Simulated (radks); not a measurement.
Question: These are the eigenvalues of the occupied orbitals of an atom or ion with whole-number occupations (hartree). Method: scalar-relativistic Kohn-Sham, LB94 model potential, spin-polarised, spherical densities, finite nucleus; Fermi nuclear charge, rms radius of each element as measured or else 0.836 A^(1/3) + 0.57 fm; computed with a radial shooting solver on a logarithmic mesh with Libxc functionals.

1s down: -3088.532
1s up: -3087.902
2s up: -744.2932
2s down: -740.6644
2p up: -684.4018

Which element is it, and in what charge state? The configuration may be excited. Open shells, if any, are filled with parallel spins first.

Answer: Z = 77, iridium, charge +70: Ir70+ in [He] 2s2 2p3. The list shows which subshells hold electrons but not how many an open one holds; the 1s level, -3088.5 hartree, gives Z - s = 78.6 by -(Z - s)^2/2, which with screening and relativity narrows Z to a few neighbours, and the depths of the outer levels then fix element, charge and occupations together.
